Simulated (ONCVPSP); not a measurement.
**Ranking ONCV potentials for platinum (Pt)**

All share these settings but for the change named:

- Element: Pt
- Generator: ONCVPSP 4.0.1
- Type: optimised norm-conserving Vanderbilt (ONCV)
- Functional: LDA (Perdew-Wang 92)
- Relativity: scalar-relativistic
- Frozen core: [Kr] 4d10 4f14
- Valence charge: 18
- Reference configuration: 5s2 5p6 5d8.5 (charge +1.5)
- Partial waves: 5s: rc 1.55 bohr, ncon 4, nbas 9, qcut 7.8 1/bohr, 3 projectors, debl 2.7 Ha; 5p: rc 1.50 bohr, ncon 5, nbas 9, qcut 9.2 1/bohr, 2 projectors, debl 0.8 Ha; 5d: rc 1.80 bohr, ncon 4, nbas 8, qcut 8.9 1/bohr, 2 projectors, debl 3.3 Ha; f scattering state at 0.2 Ha: rc 1.40 bohr, ncon 4, nbas 9, qcut 6.9 1/bohr, 1 projector
- Local potential: polynomial inside 1.40 bohr (lpopt 5, dvloc0 0 Ha)
- Core correction: Teter function, fcfact 5.75, rcfact 1.3

In the s channel the program set the typed energies aside and used -4.286, 0.050, 2.750 Ha. In the p channel the program set the typed energies aside and used -2.598, 0.250 Ha.

Test errors are all-electron minus pseudo excitation energies from the reference, over 5s2 5p6 5d9 6s1; 5s2 5p6 5d9; 5s2 5p6 5d8; 5s2 5p6 5d8 6s1 6p1. None of these files shows a bound ghost.

The base gives 3.2 meV.

Of 7 variants that were run, those that failed, showed a ghost or another fault, or gave nearly equal values are left out.

A variant can come out equal or close to the base, since the largest error may sit in a test that the change hardly touches while other tests move.

Q: Rank these variants by their largest absolute test error, smallest first.
A. all radii but the core radius scaled by about 0.87 (s 1.36, p 1.30, d 1.58, f 1.22 bohr); local potential polynomial inside 1.22 bohr (lpopt 5, dvloc0 0 Ha)
B. all radii but the core radius scaled by about 1.32 (s 2.06, p 1.98, d 2.38, f 1.86 bohr); local potential polynomial inside 1.86 bohr (lpopt 5, dvloc0 0 Ha)
C. all radii but the core radius scaled by about 0.79 (s 1.22, p 1.18, d 1.42, f 1.10 bohr); local potential polynomial inside 1.10 bohr (lpopt 5, dvloc0 0 Ha)

A: B (2.8 meV), A (3.6 meV), C (4.3 meV).
